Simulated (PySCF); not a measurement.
CH5FN2Si2, SMILES F[Si@@H]1C=N[SiH2]N1. Geometry: PBE-D3(BJ)/def2-SVP. The structure was generated by enumeration; whether it is a known compound was not checked.

Question: Give the equilibrium geometry at PBE-D3(BJ)/def2-SVP (PySCF confirms it by a frequency run) as Cartesian coordinates in Å. (The exact figures need the calculation; the answer reports its results.)

Answer: 
```xyz
11

F     -2.0391     1.2193    -0.3141
Si    -1.0296    -0.0464    -0.6100
C     -0.5612    -0.9404     1.0258
N      0.6732    -0.8968     1.3970
Si     1.7357    -0.0196     0.2562
N      0.5884     0.4381    -1.0009
H     -1.7264    -0.8307    -1.6808
H     -1.2989    -1.4678     1.6789
H      2.3726     1.1388     0.9687
H      2.8125    -0.9411    -0.2403
H      0.8432     0.9048    -1.8734
```
Charge 0, spin multiplicity 1.
